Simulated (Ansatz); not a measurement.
Gas-phase electronic energies from Ansatz, PBE0-D4/def2-TZVP geometries. CCSD(T)/CBS adds triple-zeta CCSD(T) − MP2 to the extrapolated MP2 energy (def2 sets, frozen cores). This one scheme is used for every species, atoms too. For atomizations the MP2-based limit and the directly extrapolated one differ by several kJ/mol either way, and by 10 to 25 for some Ge, Se and Sn compounds, so smaller differences from it don't rank the levels. Functionals use def2-TZVPP. B3LYP here is the variant with VWN-RPA as its local correlation; programs differ in this. HSE06 is defined as in plane-wave codes. No spin–orbit coupling; open shells (•) take unrestricted orbitals. Spin–orbit coupling would lower the free atoms: a little for C, O, Si. One conformer a species, not always the lowest.

Reaction (atomization): `CC(C)(O)[SiH3]` → 3 C• + 10 H• + O• + Si•

`CC(C)(O)[SiH3]`:

Z-matrix (Å, degrees):
```
C
C 1 1.522
H 1 1.092 2 111.1
H 1 1.098 2 110.0 3 119.5
H 1 1.093 2 111.6 3 -121.3
C 2 1.522 1 110.8 3 -177.9
O 2 1.428 1 110.2 3 -55.6
Si 2 1.905 1 110.7 3 58.9
H 6 1.093 2 111.6 1 -60.9
H 6 1.097 2 110.0 1 58.3
H 6 1.092 2 111.1 1 177.8
H 7 0.964 2 108.1 1 -61.3
H 8 1.490 2 108.9 1 61.5
H 8 1.486 2 110.1 1 -179.1
H 8 1.486 2 110.1 1 -57.8
```

| level | ΔE (kJ/mol) | difference from CCSD(T)/CBS |
| --- | --- | --- |
| ωB97M-V | 5506.1 | 7.2 |
| PBE-QIDH | 5456.7 | -42.2 |
| PBE | 5523.7 | 24.8 |
| B3LYP | 5440.0 | -58.9 |
| HSE06 | 5468.4 | -30.5 |
| CAM-B3LYP | 5490.2 | -8.7 |
| HF/def2-TZVPP | 4082.7 | -1416.2 |
| SCS-MP2/def2-TZVPP | 5412.3 | -86.6 |
| SCS-MP2/def2-QZVPP | 5496.6 | -2.3 |
| MP2/CBS(def2) | 5539.4 | 40.5 |
| CCSD(T)/CBS | 5498.9 | 0 |

Task: What do rigid-rotor, harmonic-oscillator terms from PBE0-D4/def2-TZVP frequencies (298.15 K, 1 bar) make of the CCSD(T)/CBS value? (Estimate.)

Result: Ansatz gave: ΔZPE = -319.9 kJ/mol, ΔH = +5248.8 kJ/mol, ΔS = 1603 J/(mol·K), ΔG = +4770.9 kJ/mol. Open shells count their whole term as degenerate.

Largest T1 diagnostic among the species: 0.012.

In def2-TZVPP, CCSD(T) changes the Hartree–Fock value by +1289.2 kJ/mol (the triples alone add +64.9 kJ/mol) and MP2 by +1329.7 kJ/mol; breaking electron pairs costs correlation energy, which Hartree–Fock lacks. From BLYP to BHLYP (50 % exact exchange), in def2-TZVPP and without D4, ΔE moves by −60.8 kJ/mol: exact exchange takes away binding that semilocal exchange gives to molecules. Leaving LDA and LC-ωPBE aside and taking each functional with its dispersion term where it has one, the values, not all of them listed here, spread over 188.6 kJ/mol, from BHLYP-D4 to PBE-D4. LDA lies +696.9 kJ/mol from PBE without D4, its usual overbinding.
